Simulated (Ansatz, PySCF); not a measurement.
Noncovalent pair: C2H2 (SMILES C#C) (first 4 atoms) with H2S (SMILES S); geometry from B3LYP-D3(BJ)/def2-TZVP, rigid monomers moved along the line of their centres of mass till C2···H7 is 2.39 Å.
(charge 0, multiplicity 1):
```json
[
 {"atom": "C", "x (Å)": "-0.5123", "y (Å)": "0.7521", "z (Å)": "0.1693"},
 {"atom": "C", "x (Å)": "-0.5379", "y (Å)": "-0.4381", "z (Å)": "0.0418"},
 {"atom": "H", "x (Å)": "-0.4887", "y (Å)": "1.8089", "z (Å)": "0.2820"},
 {"atom": "H", "x (Å)": "-0.5590", "y (Å)": "-1.4951", "z (Å)": "-0.0700"},
 {"atom": "S", "x (Å)": "0.8842", "y (Å)": "-0.3159", "z (Å)": "3.4554"},
 {"atom": "H", "x (Å)": "-0.3696", "y (Å)": "-0.3313", "z (Å)": "3.9353"},
 {"atom": "H", "x (Å)": "0.4620", "y (Å)": "-0.1184", "z (Å)": "2.1944"}
]
```

Interaction energies are E(AB) − E(A) − E(B) at the monomers' geometry in the complex; basis-set methods are counterpoise corrected. Rows marked so take none.

Frozen-core correlation. CBS(a, b) extrapolates the correlation energy as X⁻³ and adds the Hartree–Fock energy of set b. Rows in 3-21G, 6-31G* carry no dispersion term and start afresh at each structure (6-31G* with six Cartesian d functions). MP2/6-31G* freezes PySCF's default core.

Codes used: Ansatz (Gaussian basis) for Hartree–Fock, density functionals and correlated methods; PySCF for 3-21G rows, 6-31G* rows, the dispersion terms. 

```csv
level,interaction energy (meV)
HF/3-21G (no counterpoise),5.1
PBE/def2-TZVPPD,-37.9
B3LYP/def2-TZVPPD,11.1
B3LYP-D3(BJ)/def2-TZVPPD,-61.1
wB97M-V/def2-TZVPPD,-41.8
MP2/6-31G*,16.4
"MP2/CBS(aug-cc-pV(D+d)Z, aug-cc-pV(T+d)Z)",-68.9
CCSD/aug-cc-pV(T+d)Z,-17.3
"CCSD(T)/CBS(aug-cc-pV(D+d)Z, aug-cc-pV(T+d)Z)",___
```

Q: Fill in the missing entries.

A: 
- CCSD(T)/CBS(aug-cc-pV(D+d)Z, aug-cc-pV(T+d)Z), interaction energy (meV): -47.9

Ansatz is a first-principles code.
